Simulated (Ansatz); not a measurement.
Reaction (formal exchange of groups at the Si–N bond): `F[SiH2]N[SiH](F)F` + `[SiH3]S` → `F[SiH2][SiH2]S` + `N[SiH](F)F`

Calculated with Ansatz (gas phase, PBE0-D4/def2-TZVP geometries, no zero-point term in ΔE). CCSD(T)/CBS adds triple-zeta CCSD(T) − MP2 to the extrapolated MP2 energy (def2 sets, frozen cores). This one scheme is used for every species. Functionals use def2-TZVPP. Each species was taken in one conformer, which may not be the lowest.

| level | ΔE (kcal/mol) |
| --- | --- |
| revPBE | 14.7 |
| RPA@PBE/def2-TZVPP | 21.2 |

Problem. What does CCSD(T)/CBS give? (An estimate is asked.)

Solution. The calculation gave: +20.3 kcal/mol. The listed levels differ from it by -5.6, 0.9 kcal/mol.

Largest T1 diagnostic among the species: 0.012.

In def2-TZVPP, CCSD(T) changes the Hartree–Fock value by −2.6 kcal/mol (the triples alone add −0.3 kcal/mol) and MP2 by −1.2 kcal/mol. From PBE to PBE0 (25 % exact exchange), in def2-TZVPP and without D4, ΔE moves by +1.6 kcal/mol. At CCSD(T), def2-SVP lies +0.9 kcal/mol from the extrapolated value and def2-TZVPP +0.6 kcal/mol.
